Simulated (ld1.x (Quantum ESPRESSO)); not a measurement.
## Reading a pseudo-wave (B)

Columns: radius, all-electron u(r) and pseudo u(r) of the 2p shell (level -3.56 eV) of boron in the configuration [He] 2s2 2p1; PBEsol, scalar-relativistic, ultrasoft scheme, ld1.x (Quantum ESPRESSO) 7.5.

```tsv
r (bohr)	all-electron	pseudo
0.140	0.0483	0.0088
0.280	0.1433	0.0347
0.420	0.2458	0.0760
0.560	0.3400	0.1298
0.700	0.4203	0.1927
0.840	0.4864	0.2606
0.980	0.5388	0.3294
1.120	0.5775	0.3952
1.260	0.6037	0.4544
1.400	0.6192	0.5043
1.540	0.6256	0.5430
1.680	0.6245	0.5697
1.820	0.6174	0.5843
1.960	0.6055	0.5880
2.100	0.5899	0.5823
2.240	0.5715	0.5691
2.380	0.5511	0.5509
2.520	0.5292	0.5294
2.660	0.5064	0.5065
2.800	0.4831	0.4831
2.940	0.4597	0.4597
3.080	0.4364	0.4364
3.220	0.4135	0.4135
3.360	0.3911	0.3911
3.500	0.3694	0.3694
3.640	0.3484	0.3484
```

How many radial nodes do the two functions have?

The all-electron 2p function has n − l − 1 = 0; the pseudo-wave has 0.

At about which radius was the pseudo-wave matched?

2.80 bohr. The columns agree to 0.0005 from 2.38 bohr on; several derivatives are matched, so the curves merge somewhat inside the radius.

Is the pseudo-wave norm-conserving?

No, it belongs to an ultrasoft set: the norm inside the radius is not constrained, and the difference is carried by the augmentation charge.
